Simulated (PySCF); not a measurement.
## Removing an electron from `P[SiH2][GeH3]`

GeH7PSi.
Geometry (PBE0-D3(BJ)/def2-SVP, Å), atoms numbered from 1 in this order:
```xyz
10
GeH7PSi angstrom
P      1.9041    0.8671    0.8220
Si     0.3176   -0.5888    0.1059
Ge    -1.8161    0.2639    0.7329
H      2.9484    0.2904    0.0352
H      1.5755    1.8457   -0.1661
H      0.3573   -0.8276   -1.3713
H      0.5558   -1.8923    0.7996
H     -2.9387   -0.6895    0.2833
H     -2.0476    1.6375    0.0745
H     -1.8923    0.4362    2.2606
```

Level: CAM-B3LYP/def2-SVPD (PySCF). Frontier orbitals with their largest atomic shares (Löwdin; up to four atoms above 4 %):

| orbital | ε (eV) | main atoms |
| --- | --- | --- |
| HOMO−3 | -10.88 | Ge3 36 %, H10 28 %, Si2 9 %, H9 8 % |
| HOMO−2 | -10.54 | Si2 23 %, P1 21 %, H7 18 %, Ge3 14 % |
| HOMO−1 | -9.40 | Ge3 32 %, Si2 30 %, P1 11 %, H6 5 % |
| HOMO | -8.87 | ? |
| LUMO | 0.73 | Ge3 34 %, Si2 18 %, P1 13 %, H8 8 % |
| LUMO+1 | 0.86 | Ge3 23 %, Si2 23 %, P1 10 %, H6 8 % |
| LUMO+2 | 0.90 | P1 28 %, Si2 21 %, Ge3 20 %, H4 7 % |

Q: What vertical ionisation energy does ΔSCF give, and how far is −ε(HOMO) from it?

A: ΔSCF: 9.70 eV (936 kJ/mol; threshold wavelength 128 nm); ⟨S²⟩ of the doublet left behind is 0.756, against 0.75 for a pure doublet. −ε(HOMO) is 8.87 eV, 0.83 eV below it. For the exact functional −ε(HOMO) would equal the first vertical ionisation energy; CAM-B3LYP (range-separated hybrid) falls short of its own ΔSCF value by 9 %.

Q: On which atoms does the HOMO lie?

A: P1 (three-coordinate phosphorus) 64 %, Si2 (SiH2 silicon) 16 %, H5 (P–H hydrogen) 6 %, H4 (P–H hydrogen) 6 %, so more than half of it is on one atom. The HOMO−1 lies 0.53 eV lower.

Q: With α = 92.6 au, estimate the like-pair dispersion coefficient by London's formula C6 = (3/4)α²I.

A: I = 0.3564 Eh, so C6 ≈ 2290 au, a rough estimate.

Q: Shift the occupied levels rigidly so that −ε(HOMO) equals the ΔSCF value. What binding energies result?

A: The shift is +0.83 eV: HOMO 9.70, HOMO−1 10.23, HOMO−2 11.37, HOMO−3 11.71 eV. A rigid shift is only a rough guide to the deeper ionisations.

Q: What total energies stand behind the ΔSCF value?

A: E(N) = -2711.71721 Eh and E(N − 1) = -2711.36077 Eh at the same geometry, 0.35644 Eh apart.

Q: How many of the 10 lowest singlet excitations (vertical TDDFT, same level) lie below the ionisation energy?

A: All 10; they run from 6.42 to 7.73 eV.

One conformer (not necessarily the lowest) at the PBE0-D3(BJ)/def2-SVP geometry, without solvent, vibrations or thermal averaging. The calculation is non-relativistic, for germanium too.
